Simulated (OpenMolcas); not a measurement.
**Se II: terms and fine structure**

| Item | Value |
| --- | --- |
| Program | OpenMolcas |
| Method | CASSCF |
| Basis | ANO-RCC-VTZP [6s5p3d1f] |
| Scalar Hamiltonian | DKH2, point nucleus |
| Active space | 5 electrons in 4 orbitals (4s 4p) |
| State averaging | 2S+1 = 4 odd, 1 root; 2S+1 = 2 odd, 8 roots kept (CI in the orbitals of an earlier block); 2S+1 = 4 even, 3 roots; 2S+1 = 2 even, 9 roots kept (CI in the orbitals of an earlier block) |
| Spin-orbit coupling | state interaction with AMFI integrals over the reference wave functions, term energies averaged over their components |

Spin-free terms above the lowest, with the occupations of the reference:

| Configuration | Term | E (eV) | Occupations |
| --- | --- | --- | --- |
| 4s² 4p³ | ⁴S° | 0.0000 | 4s 2.00 4p 3.00 |
| 4s² 4p³ | ²D° | 2.2106 | 4s 2.00 4p 3.00 |
| 4s² 4p³ | ²P° | 3.1048 | 4s 1.96 4p 3.04 |
| 4s 4p⁴ | ⁴P | 11.1465 | 4s 1.00 4p 4.00 |
| 4s 4p⁴ | ²D | 15.4335 | 4s 1.00 4p 4.00 |
| 4s 4p⁴ | ²S | 17.6521 | 4s 1.00 4p 4.00 |
| 4s 4p⁴ | ²P | 19.5704 | 4s 1.00 4p 4.00 |

With spin-orbit coupling, above the lowest level:

```json
{"Configuration": "4s² 4p³", "Term": "⁴S°", "J": "3/2", "E (eV)": "0.0000", "Measured (eV)": "0.0000", "Term weight %": "99"}
{"Configuration": "4s² 4p³", "Term": "²D°", "J": "3/2", "E (eV)": "2.1535", "Measured (eV)": "1.6326", "Term weight %": "93"}
{"Configuration": "4s² 4p³", "Term": "²D°", "J": "5/2", "E (eV)": "2.2305", "Measured (eV)": "1.7090", "Term weight %": "100"}
{"Configuration": "4s² 4p³", "Term": "²P°", "J": "1/2", "E (eV)": "3.1300", "Measured (eV)": "2.8564", "Term weight %": "100"}
{"Configuration": "4s² 4p³", "Term": "²P°", "J": "3/2", "E (eV)": "3.2190", "Measured (eV)": "2.9626", "Term weight %": "92"}
{"Configuration": "4s 4p⁴", "Term": "⁴P", "J": "5/2", "E (eV)": "11.0332", "Measured (eV)": "10.3994", "Term weight %": "100"}
{"Configuration": "4s 4p⁴", "Term": "⁴P", "J": "3/2", "E (eV)": "11.2480", "Measured (eV)": "10.6105", "Term weight %": "100"}
{"Configuration": "4s 4p⁴", "Term": "⁴P", "J": "1/2", "E (eV)": "11.3626", "Measured (eV)": "10.7169", "Term weight %": "100"}
{"Configuration": "4s 4p⁴", "Term": "²D", "J": "3/2", "E (eV)": "15.4483", "Measured (eV)": "", "Term weight %": "100"}
{"Configuration": "4s 4p⁴", "Term": "²D", "J": "5/2", "E (eV)": "15.4606", "Measured (eV)": "", "Term weight %": "100"}
{"Configuration": "4s 4p⁴", "Term": "²S", "J": "1/2", "E (eV)": "17.6647", "Measured (eV)": "", "Term weight %": "99"}
{"Configuration": "4s 4p⁴", "Term": "²P", "J": "3/2", "E (eV)": "19.5138", "Measured (eV)": "", "Term weight %": "100"}
{"Configuration": "4s 4p⁴", "Term": "²P", "J": "1/2", "E (eV)": "19.7793", "Measured (eV)": "", "Term weight %": "99"}
```

Against the 7 measured excited levels shown (NIST Handbook of Basic Atomic Spectroscopic Data) the mean absolute deviation is 4000 cm-1; the largest miss in energy is 4s 4p⁴ ⁴P_1/2: computed 11.3626, measured 10.7169 eV (+6.0 %), and the largest in proportion 4s² 4p³ ²D°_3/2 (+31.9 %).

Spin-orbit coupling puts the lowest level 0.0199 eV below the lowest spin-free term.

Without dynamic correlation excited terms often stand tens of per cent too high (terms of higher spin than the ground term too low), and those without a measured partner can miss by more than the paired ones. Terms from blocks run as CI alone lack orbitals of their own. Terms of s pⁿ other than that of highest spin mix with s² pⁿ⁻² d, which this space lacks; all of them can be thousands of cm-1 off, and some have no real level of that name. Computed and measured levels are paired by configuration, term and J; levels that our copy of the source lacks, or whose pairing is in doubt (as where it misses far off the trend of its configuration), stay unpaired and out of the deviations. Only configurations of the active space appear. The first state left out of the spin-orbit step lies near 250000 cm-1 above the lowest spin-free state of the reference (among the parities and spins computed), and the list stops at four fifths of that energy or lower.

The term weight is that of the spin-free term in the level, not the purity of its configuration. ° marks odd parity.
